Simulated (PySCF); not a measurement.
C₄H₆O, SMILES C=CCC=O, singlet, GFN2-xTB optimised geometry.

```
11

C      1.24    -0.60     0.00
C     -0.07    -0.60     0.00
C     -0.91     0.64     0.00
C     -1.81     0.68     1.20
O     -1.97     1.62     1.92
H      1.81    -1.52     0.00
H      1.81     0.31    -0.01
H     -0.63    -1.54     0.01
H     -1.57     0.63    -0.88
H     -0.29     1.54    -0.03
H     -2.35    -0.28     1.39
```

Density from CAM-B3LYP/def2-TZVP (PySCF) at that geometry.

Minimum of the electron density along straight lines between bonded atoms, close to the bond critical point (lines longer than 1.1 times the sum of covalent radii, or with two minima, are not listed):

| bond | length / Å | ρ at the minimum / e bohr⁻³ | ∇²ρ there / e bohr⁻⁵ | position (fraction from the first atom) |
|---|---|---|---|---|
| C1–C2 | 1.319 | 0.363 | -1.14 | 0.49 |
| C2–C3 | 1.498 | 0.261 | -0.69 | 0.50 |
| C3–C4 | 1.504 | 0.266 | -0.72 | 0.49 |
| C4–O5 | 1.197 | 0.435 | 0.00 | 0.34 |
| C1–H6 | 1.076 | 0.290 | -1.05 | 0.65 |
| C1–H7 | 1.077 | 0.289 | -1.04 | 0.65 |
| C2–H8 | 1.082 | 0.287 | -1.03 | 0.65 |
| C3–H9 | 1.096 | 0.274 | -0.93 | 0.64 |
| C3–H10 | 1.091 | 0.282 | -0.99 | 0.65 |
| C4–H11 | 1.108 | 0.280 | -1.00 | 0.65 |
